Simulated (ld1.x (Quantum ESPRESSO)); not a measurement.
P: from the effect back to the setting (TM)

Base potential:

```json
{"Element": "phosphorus (P)", "Generator": "ld1.x (Quantum ESPRESSO) 7.5", "Type": "norm-conserving Troullier–Martins (Kleinman–Bylander form)", "Functional": "PBE", "Relativity": "non-relativistic", "Frozen core": "[Ne]", "Valence charge": "5", "Reference configuration": "3s2 3p2.5 (charge +0.5)", "Partial waves": "3s (bound): rc 1.75 bohr; 3p (bound): rc 2.00 bohr", "Local potential": "all-electron potential smoothed inside 1.35 bohr (lloc = -1)", "Core correction": "Bessel-smoothed model core inside 1.65 bohr"}
```

Cutoffs, loose and tight: the cutoffs (Ry, on a coarse ladder) from which the occupation-weighted sum of valence levels, in a spherical-Bessel basis at the reference potential, stays within 10 and 1 mRy of its value at 400 Ry. They do not see the model core or the augmentation charge, which bear on the density cutoff. Test errors are all-electron minus pseudo excitation energies from the reference, over the configurations 3s2 3p3; 3s2 3p2; 3s2 3p1; 3s0 3p5; 3s1 3p0; 3s1 3p3; 3s1 3p4; variants that change the core or the reference have their own tests. The largest error is taken over the tests solved by every variant that gives reliable tests at all, those not shown here included: 3s0 3p5; 3s1 3p3; 3s1 3p4; 3s2 3p1; 3s2 3p2; 3s2 3p3.

Only the scale of all radii but the core radius (base = 1) is moved (1 further runs of the sweep failed or gave no value and are left out):

```
scale of all radii but the core radius (base = 1)  cutoff, loose  cutoff, tight  bound ghosts  largest test error (meV)  median size of the test errors
                                             0.84          21 Ry          50 Ry          none                       +20                         1.9 meV
                                             1.06          18 Ry          40 Ry          none                       +17                         3.6 meV
                                             1.16          15 Ry          35 Ry          none                       -23                         5.5 meV
                                             1.27          12 Ry          30 Ry          none                       -44                        11.3 meV
                                             1.37          12 Ry          25 Ry          none                       -68                        20.3 meV
```

One more run gave cutoff, loose: 18 Ry; cutoff, tight: 45 Ry; bound ghosts: none; largest test error (meV): +170; median size of the test errors: 2.3 meV. Which value of the scale of all radii but the core radius (base = 1) was used?

0.98. The median size of the test errors moves one way along this sweep, from 1.9 meV at 0.84 to 20.3 meV at 1.37, which places the run between 0.84 and 1.06.
